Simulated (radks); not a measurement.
Results of a calculation; reference values are marked as such.
All-electron atom: Hf2+ in [Xe] 4f14 5d2 (the NIST ground configuration).

Code: a radial shooting solver on a logarithmic mesh with Libxc functionals. Model: scalar-relativistic Kohn-Sham, PBEsol, spin-polarised, spherical densities, finite nucleus; open shells are filled with parallel spins first (spin-orbit coupling, left out, can overturn this in heavy ions); Fermi nuclear charge, rms radius 5.347 fm.

Energy parts (eV):
| part | energy |
|---|---|
| total | -410097.98 |
| kinetic | 449150.60 |
| electron-nucleus | -1010653.16 |
| Hartree | 159640.99 |
| exchange-correlation | -8236.41 |

Orbitals (lengths in bohr, moments of r in powers of bohr; r(90%) holds 90 % of the orbital's charge):
orbital	occ.	eigenvalue (eV)	r(90%)	<r^2>	<r>
1s down	1	-65255.81	0.0345	0.0004954	0.01900
1s up	1	-65255.80	0.0345	0.0004954	0.01900
2s up	1	-11173.45	0.125	0.007646	0.08040
2s down	1	-11173.38	0.125	0.007646	0.08040
2p up	3	-9816.381	0.117	0.006286	0.07174
2p down	3	-9816.329	0.117	0.006286	0.07174
3s up	1	-2557.263	0.306	0.04981	0.2088
3s down	1	-2557.257	0.306	0.04981	0.2088
3p up	3	-2151.677	0.312	0.05044	0.2086
3p down	3	-2151.668	0.312	0.05044	0.2086
3d up	5	-1670.727	0.294	0.04188	0.1890
3d down	5	-1670.694	0.294	0.04188	0.1890
4s up	1	-526.8567	0.673	0.2477	0.4684
4s down	1	-526.8214	0.673	0.2477	0.4684
4p up	3	-393.7327	0.724	0.2820	0.4978
4p down	3	-393.7003	0.724	0.2820	0.4978
4d up	5	-221.5448	0.804	0.3326	0.5353
4d down	5	-221.5003	0.804	0.3324	0.5352
5s up	1	-82.3665	1.64	1.456	1.137
5s down	1	-81.6307	1.63	1.441	1.132
5p up	3	-51.0872	1.97	2.048	1.343
5p down	3	-50.0133	1.95	2.015	1.332
4f up	7	-31.9493	1.15	0.5985	0.6790
4f down	7	-31.7653	1.14	0.5860	0.6737
5d up	2	-17.3544	3.25	5.164	2.097
5d down	0	-15.7430	3.26	5.164	2.093

The highest occupied level is 5d up at -17.354 eV. For comparison, the ionisation energy in NIST's Atomic Spectra Database is 22.55 eV (theoretical). In exact Kohn-Sham theory the highest level is minus the ionisation energy, but local and semilocal functionals leave it too shallow, through self-interaction and a potential that decays too fast; potentials with the right tail come closer. Summed over all electrons, <r^2> = 40.09 bohr^2, which gives a Langevin (diamagnetic) susceptibility term of -31.8 x 10^-6 cm^3/mol. The electron density at the nucleus is 1.28e+06 e/bohr^3 (large components only). Spin moment in Bohr magnetons: 2. The spin density at the nucleus is -8.411 e/bohr^3 (1s -0.022, 2s -0.406, 3s 0.142, 4s 0.365, 5s -8.491).
